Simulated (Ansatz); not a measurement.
`OC(O)(F)O[SiH3]` + `NC(O)(F)F` → `OC(F)(F)N[SiH3]` + `OC(O)(O)F`  (ligand exchange at the Si–O bond)

Isolated molecules relaxed with PBE0-D4/def2-TZVP in Ansatz; ΔE leaves out vibrations. CCSD(T)/CBS is the MP2 limit (def2-TZVPP, def2-QZVPP) plus CCSD(T) − MP2 in def2-TZVPP, frozen cores. Functionals use def2-TZVPP. One conformer a species, not always the lowest.

`OC(O)(F)O[SiH3]`:

```xyz
11

O    -0.787   -0.907    0.802
C    -0.337   -0.775   -0.495
O    -1.286   -1.070   -1.434
F     0.653   -1.688   -0.702
O     0.142    0.483   -0.652
Si    0.967    1.323    0.537
H    -1.101   -1.810    0.920
H    -1.870   -0.308   -1.503
H     1.989    0.460    1.173
H     0.029    1.854    1.553
H     1.601    2.439   -0.199
```

`NC(O)(F)F`:

Z-matrix (Å, degrees):
```
C
O 1 1.366
F 1 1.357 2 109.2
N 1 1.402 2 113.6 3 122.2
F 1 1.357 2 109.2 3 -115.7
H 2 0.965 1 108.7 3 58.0
H 4 1.011 1 110.1 2 60.2
H 4 1.011 1 110.1 2 -60.7
```

`OC(F)(F)N[SiH3]`:

```xyz
11

O     1.115   -1.884    0.159
C     0.892   -0.582   -0.144
F     0.665   -0.410   -1.478
F     2.060    0.116    0.075
N    -0.188   -0.078    0.561
Si   -1.325    1.093   -0.033
H     1.994   -2.121   -0.157
H    -0.232   -0.408    1.511
H    -2.150    1.428    1.154
H    -2.188    0.540   -1.105
H    -0.643    2.307   -0.543
```

`OC(O)(O)F`:

```xyz
8

O     1.366   -0.131    0.097
C     0.052    0.059   -0.206
O    -0.407   -1.145   -0.645
O    -0.685    0.582    0.842
F    -0.077    1.003   -1.185
H     1.712    0.713    0.404
H    -1.335   -1.029   -0.872
H    -0.626   -0.051    1.565
```

| level | ΔE (kJ/mol) |
| --- | --- |
| r2SCAN-D4 | 38.0 |
| PBE0-D4 | 34.8 |
| ωB97X-V | 38.3 |
| r2SCAN | 38.0 |
| HF/def2-TZVPP | 48.5 |
| CCSD/def2-TZVPP | 40.4 |
| CCSD(T)/def2-TZVPP | 39.3 |
| MP2/def2-QZVPP | 38.4 |

(1) What does CCSD(T)/CBS give? (An estimate is asked.)

Largest T1 diagnostic among the species: 0.012.

## Answers

(1) The calculation gave: +39.0 kJ/mol. The listed levels differ from it by -1.0, -4.2, -0.7, -1.0, 9.5, 1.4, 0.3, -0.6 kJ/mol.

In def2-TZVPP, CCSD(T) changes the Hartree–Fock value by −9.2 kJ/mol (the triples alone add −1.2 kJ/mol) and MP2 by −10.2 kJ/mol.
